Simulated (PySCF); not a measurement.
**Electron correlation in Se (selenium, neutral)**

[Ar] 3d10 4s1 4p5, high-spin 3P determinant (an excited configuration). Calculation: PySCF 2.14, in ANO-RCC-VTZP (6s5p3d1f, 43 functions); scalar relativity by spin-free X2C-1e. Frozen: [Ar] 3d10; 6 electrons correlated.

```csv
level,correlation energy (mhartree)
CCSD,-182.70
(T),-18.13
CCSD(T),-200.83
CCSDT,-201.64
```

Diagnostics: T1 = 0.030, D1 = 0.0665, largest double amplitude 0.230.

T1 exceeds 0.03, a sign that the reference determinant is poor. A double-excitation amplitude exceeds 0.15, a sign of near-degeneracy.

Cost of the coupled-cluster step: roughly 1.2 core-seconds, for 6 correlated electrons.

Iterations:

```
CC2 = 0
CCSD nocc = (np.int64(4), np.int64(2)), nmo = (29, 29)
frozen orbitals [[0, 1, 2, 3, 4, 5, 6, 7, 8, 9, 10, 11, 12, 13], [0, 1, 2, 3, 4, 5, 6, 7, 8, 9, 10, 11, 12, 13]]
max_cycle = 100
direct = 0
conv_tol = 1e-08
conv_tol_normt = 1e-06
diis_space = 8
diis_start_cycle = 0
Init t2, MP2 energy = -0.130789562119326
Init E_corr(UCCSD) = -0.130789562121726
cycle = 1  E_corr(UCCSD) = -0.153667967572452  dE = -0.0228784055  norm(t1,t2) = 0.121421
cycle = 2  E_corr(UCCSD) = -0.164041593405115  dE = -0.0103736258  norm(t1,t2) = 0.0817665
cycle = 3  E_corr(UCCSD) = -0.183774494918568  dE = -0.0197329015  norm(t1,t2) = 0.05729
cycle = 4  E_corr(UCCSD) = -0.180774793694768  dE = 0.00299970122  norm(t1,t2) = 0.0088093
cycle = 5  E_corr(UCCSD) = -0.183039486917974  dE = -0.00226469322  norm(t1,t2) = 0.00688439
cycle = 6  E_corr(UCCSD) = -0.18298601221128  dE = 5.34747067e-05  norm(t1,t2) = 0.00321696
cycle = 7  E_corr(UCCSD) = -0.182628244308166  dE = 0.000357767903  norm(t1,t2) = 0.00165243
cycle = 8  E_corr(UCCSD) = -0.182707272200364  dE = -7.90278922e-05  norm(t1,t2) = 0.000671954
cycle = 9  E_corr(UCCSD) = -0.182695255877957  dE = 1.20163224e-05  norm(t1,t2) = 0.000311443
cycle = 10  E_corr(UCCSD) = -0.182701830243803  dE = -6.57436585e-06  norm(t1,t2) = 0.000134689
cycle = 11  E_corr(UCCSD) = -0.182703299795125  dE = -1.46955132e-06  norm(t1,t2) = 0.000117015
cycle = 12  E_corr(UCCSD) = -0.182704696994725  dE = -1.3971996e-06  norm(t1,t2) = 4.2098e-05
cycle = 13  E_corr(UCCSD) = -0.182704735541067  dE = -3.8546342e-08  norm(t1,t2) = 1.98624e-05
cycle = 14  E_corr(UCCSD) = -0.182704553702893  dE = 1.81838174e-07  norm(t1,t2) = 1.05615e-05
cycle = 15  E_corr(UCCSD) = -0.182704814379462  dE = -2.60676569e-07  norm(t1,t2) = 5.48006e-06
cycle = 16  E_corr(UCCSD) = -0.182704784832984  dE = 2.95464778e-08  norm(t1,t2) = 2.86466e-06
cycle = 17  E_corr(UCCSD) = -0.182704875725444  dE = -9.08924601e-08  norm(t1,t2) = 4.07844e-06
cycle = 18  E_corr(UCCSD) = -0.182704887491317  dE = -1.17658726e-08  norm(t1,t2) = 2.94358e-06
cycle = 19  E_corr(UCCSD) = -0.182704878223287  dE = 9.26803001e-09  norm(t1,t2) = 2.80792e-06
cycle = 20  E_corr(UCCSD) = -0.182704846288812  dE = 3.19344746e-08  norm(t1,t2) = 2.74216e-06
cycle = 21  E_corr(UCCSD) = -0.182704731275289  dE = 1.15013523e-07  norm(t1,t2) = 2.62725e-06
cycle = 22  E_corr(UCCSD) = -0.182704668105096  dE = 6.3170193e-08  norm(t1,t2) = 2.03928e-06
cycle = 23  E_corr(UCCSD) = -0.182704698889671  dE = -3.07845758e-08  norm(t1,t2) = 1.32311e-06
cycle = 24  E_corr(UCCSD) = -0.182704723364769  dE = -2.44750979e-08  norm(t1,t2) = 6.01596e-07
cycle = 25  E_corr(UCCSD) = -0.18270472931  dE = -5.94523114e-09  norm(t1,t2) = 2.99153e-07
UCCSD converged
E(UCCSD) = -2427.822192861551  E_corr = -0.1827047293100005
UCCSD(T) correction = -0.0181326570854755
```
